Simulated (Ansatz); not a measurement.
Job for Ansatz (a first-principles code): R-wB97M-V/def2-TZVPP on F2Sr (SMILES [F][Sr][F]), atoms moved off the minimum. Elements past Kr take the def2 small-core potentials; no spin–orbit coupling.

Ansatz 0.2 input:
```yaml
crystal:
  periodic: [false, false, false]
  atoms:
    - {symbol: Sr, position_ang: [0.28254620, 0.03197340, -0.05913746]}
    - {symbol: F, position_ang: [-0.89394847, 1.36924645, -1.21612094]}
    - {symbol: F, position_ang: [-0.30604001, -1.51173797, 1.32799974]}
basis:
  gaussian:
    orbitals: def2-TZVPP
hamiltonian:
  xc: {name: wB97M-V}
scf: {lower_state_search: off}
output: {forces: true}
```

Q: What total energy does the run end on?

A: -230.5247 hartree.
